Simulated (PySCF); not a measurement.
Gas-phase reaction: 2 GeH₃Cl + Cl₂ ⇌ 2 GeH₂Cl₂ + H₂

Method: PySCF energies plus ideal-gas RRHO corrections (1 bar). † marks an energy on the PBE0/def2-TZVP geometry and frequencies; other levels use their own. All species are closed-shell singlets. Ge: all electrons, no relativistic terms.

PBE/def2-SVP gives ΔH°(298 K) = -295 kJ.

Task: What do PBE0/def2-SVP†, ωB97X-V/def2-TZVP†, BLYP/def2-TZVP† give?

Result: PBE0/def2-SVP†: -306 kJ; ωB97X-V/def2-TZVP†: -301 kJ; BLYP/def2-TZVP†: -277 kJ. For scale, ΔH°(298 K) is -295 kJ at this level, -300 kJ at ωB97M-V/def2-TZVP†, and runs from -328 to -260 kJ over the 20 levels computed († marks an energy on the PBE0/def2-TZVP geometry).
